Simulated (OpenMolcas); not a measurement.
# Computed transition rates of Pt III

| Quantity | Value |
| --- | --- |
| Program | OpenMolcas |
| Method | SS-CASPT2, IPEA 0.25 Eh, imaginary shift 0.1 Eh (closed shells correlated: 5s 5p) |
| Basis | ANO-R3 [9s7p6d4f2g2h] |
| Scalar Hamiltonian | X2C, finite nucleus |
| Active space | 8 electrons in 5 orbitals (5d) |
| State averaging | 2S+1 = 3 even, 10 roots; 2S+1 = 1 even, 15 roots |
| Spin-orbit coupling | state interaction with AMFI integrals over the reference wave functions, term energies averaged over their components |

Rates come from the transition moments of the reference wave functions (E1 and E2 in the length form). At fixed line strength A goes as λ^-3 for E1 and M1 and as λ^-5 for E2, so a rate at the computed wavelength can be rescaled to the measured one. Measured vacuum wavelengths follow from level energies in NIST levels as listed in McCann et al., Mon. Not. R. Astron. Soc. 538, 537 (2025). Branching counts decays inside the model space alone, at computed energies, and the table is only a selection of the M1 lines, drawn from those between levels with measured partners whose computed energy lies within a factor of 1.5 of the measured one.

```csv
Upper,Lower,Type,λ computed (nm),λ measured (nm),A computed (s-1),A rescaled (s-1),Branching %
5d⁸ ³P₁,5d⁸ ³P₀,M1,4016,5427,2.36e-01,9.56e-02,1.5
5d⁸ ³F₃,5d⁸ ³F₄,M1,983.2,1025,2.63e+01,2.32e+01,98.7
5d⁸ ¹G₄,5d⁸ ³F₃,M1,795.2,863.6,1.73e+00,,9.5
5d⁸ ¹G₄,5d⁸ ³F₄,M1,439.6,468.8,1.63e+01,,89.9
```

Spin-changing lines and M1 lines between different terms are not rescaled, since their strength hangs on the term gaps too.

The largest correction is for 5d⁸ ³P₁ → 5d⁸ ³P₀ (M1): 2.36e-01 × (4016 / 5427)^3 = 9.56e-02 s-1, a factor of 0.41.

The computed rate and branching of 5d⁸ ³F₃ → 5d⁸ ³F₄ give the upper level a radiative lifetime of 0.987 / 2.63e+01 s-1 = 3.75e-02 s, counting decays inside the model space alone. The rescaled rate gives about 4.3e-02 s.

These are rates of the free ion; in crystals, glasses and complexes forced electric-dipole and non-radiative decay shorten such lifetimes by orders of magnitude. No measured rate stands beside these. Rescaling mends the energy factor alone: line strengths can still be far off where a level mixes with configurations outside the active space, and weak or spin-changing lines hang on small mixing coefficients that depend on the term gaps too, so rescaling need not improve them.

CASPT2 does not keep the components of a term degenerate, so their means are used; among the terms shown or strongly mixed into the levels shown the widest spread is 670 cm-1 (5d⁸ ³F). Configurations with an s electron lie low in 5d ions of this charge, fall among these levels and mix in, so low-spin terms can stand far too high, up to twice their true height, and weights are not those of the real levels. Some terms miss by over 15 % even with CASPT2, which points to a basis or an active space too small for the shells correlated. Measured partners are found by configuration, term and J. A level has none where our copy of the source lacks it or the pairing is in doubt (some pairs that miss far off the trend of their configuration count as doubtful). Levels of configurations outside the active space are missing.
